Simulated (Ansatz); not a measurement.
Total energies of Ge(SMe)H3 (CH₆GeS) from Ansatz at PBE-D4/def2-TZVP, gas phase (1 Eh = 27.2114 eV = 2625.5 kJ/mol). The reference geometry is relaxed at PBE-D4/def2-SVP.

| state | geometry | energy (Eh) |
| --- | --- | --- |
| charge 0 singlet | reference | -2516.40011 |
| charge 1 doublet | reference | -2516.07684 |
| charge 1 doublet | relaxed at PBE-D4/def2-SVP | -2516.08334 |
| free Ge atom (triplet) | – | -2076.60177 |
| free S atom (triplet) | – | -397.93833 |
| free C atom (triplet) | – | -37.79597 |
| free H atom (doublet) | – | -0.49962 |

(1) Work out the vertical ionisation energy to the doublet.

(2) How much does the charge 1 doublet relax, and what is the adiabatic ionisation energy?

(3) What is the binding energy per atom against free atoms?

(1) E(charge 1 doublet) − E(charge 0 singlet) = -2516.07684 − (-2516.40011) = 0.32327 Eh = 8.80 eV. For comparison, −ε of the highest occupied level is 5.57 eV at this level, 3.23 eV less.

(2) Relaxation: -2516.07684 − (-2516.08334) = 0.00650 Eh = 0.18 eV. Adiabatic ionisation energy: 0.31677 Eh = 8.62 eV, without zero-point energy. 

(3) Atoms: 1 × (-2076.60177) + 1 × (-397.93833) + 1 × (-37.79597) + 6 × (-0.49962) = -2515.33379 Eh. Binding: -2515.33379 − (-2516.40011) = 1.06632 Eh = 29.02 eV, or 3.22 eV for each of 9 atoms (no zero-point energy, no counterpoise term).
